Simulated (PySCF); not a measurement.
C₂H₆BFO₂, SMILES OCB(F)CO.

Geometry: B3LYP-D3(BJ)/def2-SVP. This is a generated structure with no PubChem entry under its InChIKey; it may be hypothetical. One conformer was computed; it need not be the lowest.

Two levels are set side by side: PBE/def2-TZVP (PySCF) and r2SCAN/def2-TZVP (PySCF). Same geometry, gas phase. Differences are taken from unrounded values.

```
quantity                     r2SCAN
---------------------------  ------
orbital gap (eV)               5.26
highest occupied level (eV)   -6.38
lowest empty level (eV)       -1.12
mean polarisability (bohr³)    46.8
```

### Question
What does PBE give, and how far is it from r2SCAN? (Estimate from the structure and the level; the computed values follow.)

### Answer

```tsv
quantity	PBE	PBE minus r2SCAN
orbital gap (eV)	4.54	-0.72
highest occupied level (eV)	-6.05	0.33
lowest empty level (eV)	-1.51	-0.39
mean polarisability (bohr³)	48.4	1.6
```

Rough cost on one machine, each run with all the roots and properties that it gave: r2SCAN against PBE about 4 times.
